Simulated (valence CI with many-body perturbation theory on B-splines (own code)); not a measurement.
**Energy levels of P⁹⁺**

Level of theory: configuration interaction combined with many-body perturbation theory (CI+MBPT): four valence electrons over a frozen Dirac-Fock core [He], a basis of 11 s, 11 p, 10 d, 8 f, 5 g, 2 h functions for each j, with the one-electron correlation potential Σ1, the two-electron term Σ2, the three-electron term Σ3, Breit, model QED; selected CI, second order for the rest, scaled by the run's own slope (own B-spline code, finite nucleus).

No measured levels were compared; by estimate levels of excited configurations hold to 0.05 to 0.15 % of their energy, terms of the ground configuration to about 0.5 %. Among the levels kept, up to 940 cm⁻¹ of a level comes from second order outside the variational space, and about a tenth of that is noise between levels of different J, which matters for small intervals.

Levels 1 to 45 of 176, with energies above the lowest level, 2s2 2p2 3P_0. "Leading %" is the weight of the configuration and term that name the level; weights of strongly mixed levels are sums over their largest components and can fall short. Lifetimes count E1, E2, E3, M1 and M2 decay at the calculated energies, and are blank where another channel may lead or the interval is too uncertain; long ones can be off by a factor of two.

| No. | Configuration | Term | J | E (cm⁻¹) | Leading % | g | Second component | Lifetime |
| --- | --- | --- | --- | --- | --- | --- | --- | --- |
| 1 | 2s2 2p2 | 3P | 0 | 0 | 98 |  |  |  |
| 2 | 2s2 2p2 | 3P | 1 | 3673 | 98 | 1.500 |  | 1.12 s |
| 3 | 2s2 2p2 | 3P | 2 | 9022 | 98 | 1.496 |  | 486 ms |
| 4 | 2s2 2p2 | 1D | 2 | 59861 | 98 | 1.003 |  | 17.7 ms |
| 5 | 2s2 2p2 | 1S | 0 | 120270 | 95 |  | 5 % 2p4 1S | 2.19 ms |
| 6 | 2s 2p3 | 5S° | 2 | 167450 | 100 | 2.001 |  | 2.53 μs |
| 7 | 2s 2p3 | 3D° | 2 | 323250 | 99 | 1.169 |  | 371 ps |
| 8 | 2s 2p3 | 3D° | 3 | 323300 | 100 | 1.333 |  | 392 ps |
| 9 | 2s 2p3 | 3D° | 1 | 323450 | 99 | 0.503 |  | 359 ps |
| 10 | 2s 2p3 | 3P° | 1 | 380110 | 99 | 1.496 |  | 146 ps |
| 11 | 2s 2p3 | 3P° | 0 | 380130 | 100 |  |  | 145 ps |
| 12 | 2s 2p3 | 3P° | 2 | 380340 | 99 | 1.497 |  | 150 ps |
| 13 | 2s 2p3 | 1D° | 2 | 485120 | 99 | 1.000 |  | 50.0 ps |
| 14 | 2s 2p3 | 3S° | 1 | 490910 | 98 | 1.991 |  | 24.5 ps |
| 15 | 2s 2p3 | 1P° | 1 | 542510 | 98 | 1.008 |  | 31.1 ps |
| 16 | 2p4 | 3P | 2 | 742780 | 97 | 1.497 |  | 42.9 ps |
| 17 | 2p4 | 3P | 1 | 749180 | 98 | 1.500 |  | 42.1 ps |
| 18 | 2p4 | 3P | 0 | 751600 | 98 |  |  | 41.9 ps |
| 19 | 2p4 | 1D | 2 | 793450 | 97 | 1.002 |  | 80.0 ps |
| 20 | 2p4 | 1S | 0 | 902950 | 94 |  | 5 % 2s2 2p2 1S | 36.0 ps |
| 21 | 2s2 2p 3s | 3P° | 0 | 1954000 | 95 |  |  | 6.06 ps |
| 22 | 2s2 2p 3s | 3P° | 1 | 1956200 | 90 | 1.475 | 5 % 2s2 2p 3s 1P° | 5.85 ps |
| 23 | 2s2 2p 3s | 3P° | 2 | 1963600 | 95 | 1.500 |  | 6.00 ps |
| 24 | 2s2 2p 3s | 1P° | 1 | 1977100 | 91 | 1.024 | 5 % 2s2 2p 3s 3P° | 3.74 ps |
| 25 | 2s2 2p 3p | 1P | 1 | 2036000 | 74 | 0.909 | 20 % 2s2 2p 3p 3D | 227 ps |
| 26 | 2s2 2p 3p | 3D | 1 | 2044400 | 74 | 0.627 | 18 % 2s2 2p 3p 1P | 199 ps |
| 27 | 2s2 2p 3p | 3D | 2 | 2046300 | 94 | 1.169 |  | 203 ps |
| 28 | 2s2 2p 3p | 3D | 3 | 2052600 | 95 | 1.333 |  | 207 ps |
| 29 | 2s2 2p 3p | 3S | 1 | 2059900 | 80 | 1.902 | 11 % 2s2 2p 3p 3P | 64.7 ps |
| 30 | 2s2 2p 3p | 3P | 0 | 2063700 | 88 |  | 7 % 2s 2p2 3s 3P | 38.5 ps |
| 31 | 2s2 2p 3p | 3P | 1 | 2067400 | 76 | 1.562 | 12 % 2s2 2p 3p 3S | 40.8 ps |
| 32 | 2s2 2p 3p | 3P | 2 | 2069900 | 87 | 1.492 | 7 % 2s 2p2 3s 3P | 39.0 ps |
| 33 | 2s2 2p 3p | 1D | 2 | 2095600 | 94 | 1.005 |  | 134 ps |
| 34 | 2s2 2p 3p | 1S | 0 | 2126400 | 95 |  |  | 53.1 ps |
| 35 | 2s 2p2 3s | 5P | 1 | 2133600 | 99 | 2.501 |  | 7.82 ps |
| 36 | 2s 2p2 3s | 5P | 2 | 2136900 | 99 | 1.834 |  | 7.75 ps |
| 37 | 2s2 2p 3d | 3F° | 2 | 2140800 | 69 | 0.760 | 26 % 2s2 2p 3d 1D° | 5.93 ps |
| 38 | 2s 2p2 3s | 5P | 3 | 2141300 | 99 | 1.667 |  | 7.66 ps |
| 39 | 2s2 2p 3d | 3F° | 3 | 2145500 | 93 | 1.088 |  | 23.5 ps |
| 40 | 2s2 2p 3d | 1D° | 2 | 2147400 | 67 | 0.925 | 25 % 2s2 2p 3d 3F° | 2.17 ps |
| 41 | 2s2 2p 3d | 3F° | 4 | 2150700 | 96 | 1.250 |  | 1.60 ns |
| 42 | 2s2 2p 3d | 3D° | 1 | 2162700 | 86 | 0.590 | 8 % 2s2 2p 3d 3P° | 649 fs |
| 43 | 2s2 2p 3d | 3D° | 2 | 2164000 | 72 | 1.224 | 20 % 2s2 2p 3d 3P° | 712 fs |
| 44 | 2s2 2p 3d | 3D° | 3 | 2167400 | 93 | 1.326 |  | 638 fs |
| 45 | 2s2 2p 3d | 3P° | 2 | 2172000 | 73 | 1.422 | 21 % 2s2 2p 3d 3D° | 958 fs |

Names give the largest LS component (configuration and term), which can be under half, so a name can repeat, a term be missing and a line seem to break the LS rules; names also repeat where a configuration has a term twice.

The ionisation energy to 2s2 2p 2P°_1/2 of the next ion comes out as 424.55 eV (NIST: 424.4 ± 0.09 eV (semi-empirical)). All 176 levels together are meant to be complete up to 2672500 cm⁻¹.
